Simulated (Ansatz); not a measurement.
```yaml
crystal:
  periodic: [true, true, true]
  atoms:
    - {symbol: C, position_ang: [-1.976088, -1.450410, 1.166755]}
    - {symbol: C, position_ang: [-0.211000, -1.075894, 0.717547]}
    - {symbol: Se, position_ang: [1.216880, -2.613745, 0.027763]}
    - {symbol: As, position_ang: [0.554413, 1.194469, 1.099825]}
    - {symbol: Si, position_ang: [1.971790, 1.525716, -1.468859]}
    - {symbol: H, position_ang: [-2.268178, -0.973640, 2.416809]}
    - {symbol: H, position_ang: [-2.814630, -0.797718, 0.301398]}
    - {symbol: H, position_ang: [-2.233592, -2.787077, 1.114693]}
    - {symbol: H, position_ang: [-1.046489, 2.080273, 0.560709]}
    - {symbol: H, position_ang: [1.987637, 3.352470, -1.825912]}
    - {symbol: H, position_ang: [1.105749, 0.615241, -2.832114]}
    - {symbol: H, position_ang: [3.713509, 0.930327, -1.278601]}
basis:
  gaussian: {orbitals: cc-pVDZ, fitting: {mean_field: def2-universal-jkfit}, nuclear_model: gaussian}
total_charge: 1
magnetization: {spin_polarized: true, initial_magnetization: 1}
hamiltonian: {xc: {name: wB97X}}
scf: {lower_state_search: off}
```

```sh
$ ansatz run in.yaml --threads 4 --pin off --events-out ev --progress --plain --max-ram 10444MiB
```

Q: How does Ansatz answer? (An estimate is asked.)

A: Computed: The input was rejected before any iteration.
```
Error: YAML parse error: error: line 2 column 3: crystal: missing field `lattice` (a structure is typed as `lattice` and `atoms`, a molecule's as `atoms` in Å alone, or read from a run's directory, `checkpoint`)
 --> <input>:2:3
1 | crystal:
2 |   periodic: [true, true, true]
3 |   atoms:
4 |     - {symbol: C, position_ang: [-1.976088, -1.450410, 1.166755]}
```
